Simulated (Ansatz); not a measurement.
Basis-set extrapolation for C2H7BSi, SMILES `B1CC[SiH2]1` (PBE0-D4/def2-TZVP geometry, frozen core, Ansatz 0.2.0). Multiplicity 1, RHF reference.

|  | def2-TZVPP | def2-QZVPP |
| --- | --- | --- |
| HF | -393.416957 | -393.430536 |
| MP2 correlation | -0.562489 | -0.598937 |
| CCSD(T) correlation | -0.638545 | not run |

Energies in hartree. Use E(X) = E(∞) + A·exp(−7.88·√X) for Hartree–Fock and E(X) = E(∞) + B·X^(−2.97) for correlation, with X = 3 and 4, and add CCSD(T) minus MP2 of the smaller set to the MP2 limit.

Q: What is the CCSD(T) energy at the basis-set limit?

A: HF limit: -393.430536 + (-0.013579) × 0.13774 = -393.43241. MP2 limit: -0.598937 + (-0.036448) × 0.74074 = -0.62594. Higher-order term: -0.638545 − (-0.562489) = -0.07606. Total: -394.13441 hartree, 207.2 kJ/mol below CCSD(T)/def2-TZVPP.
